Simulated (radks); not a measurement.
Values are calculated unless marked as measured or tabulated.
Sc, 21 electrons, occupied as [Ar] 3d2.5 4s0.5 (fractional occupations, a model configuration).

Code: a radial shooting solver on a logarithmic mesh with Libxc functionals. Model: Dirac Kohn-Sham, PBE, spin-unpolarised, spherical densities, point nucleus; open shells are shared between the two j in proportion to 2j + 1.

Energy parts (eV):
part                      energy
total                 -20788.368
kinetic                20970.632
electron-nucleus      -49478.103
Hartree                 8781.138
exchange-correlation   -1062.034

Orbitals (lengths in bohr, moments of r in powers of bohr; r(max) is where P^2 peaks):
orbital  occ.  eigenvalue (eV)   r(max)   <1/r>  small-component weight
1s1/2       2        -4393.260  0.04780   20.77                5.65e-03
2s1/2       2        -470.1583   0.2836   4.308                9.65e-04
2p1/2       2        -387.2590   0.2308   4.236                9.44e-04
2p3/2       4        -382.6130   0.2329   4.187                9.35e-04
3s1/2       2         -51.4303   0.9297   1.295                1.90e-04
3p1/2       2         -30.5531   0.9698   1.163                1.59e-04
3p3/2       4         -30.0586   0.9763   1.153                1.57e-04
3d3/2       1          -1.0189    1.170  0.6090                5.42e-05
3d5/2     1.5          -0.9988    1.173  0.6050                5.37e-05
4s1/2     0.5          -3.4633    3.296  0.3209                1.60e-05

The highest occupied level is 3d5/2 at -0.999 eV. Summed over all electrons, <r^2> = 51.27 bohr^2, which gives a Langevin (diamagnetic) susceptibility term of -40.6 x 10^-6 cm^3/mol. The density falls to 0.001 e/bohr^3 at r = 4.68 bohr.
